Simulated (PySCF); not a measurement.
CH2NS, SMILES N[C]=S, multiplicity 2.

Geometry optimised at PBE0-D3(BJ)/def2-TZVP. The isomer is the one that the SMILES or the coordinates give; other isomers of the formula were not compared. One conformer was computed; it need not be the lowest.

These are PBE0-D3(BJ)/def2-TZVP (PySCF) values and carry that method's errors.

Frequencies are harmonic and unscaled.

Computed normal modes with their intensities:
| mode | ν (cm⁻¹) | IR (km/mol) | moving atoms (share of kinetic energy) |
|---|---|---|---|
| 1 | 373 | 11.3 | C 41 %, H 22 %, N 20 %, S 17 % |
| 2 | 484 | 182.9 | H 83 %, N 17 % |
| 3 | 594 | 2.5 | H 64 %, C 26 % |
| 4 | 898 | 12.0 | S 33 %, N 27 %, C 25 %, H 15 % |
| 5 | 1161 | 2.1 | H 63 %, C 19 %, N 17 % |
| 6 | 1551 | 208.4 | C 61 %, H 26 %, N 11 % |
| 7 | 1641 | 145.5 | H 68 %, N 22 %, C 9 % |
| 8 | 3486 | 4.7 | H 96 % |
| 9 | 3663 | 81.3 | H 92 %, N 8 % |
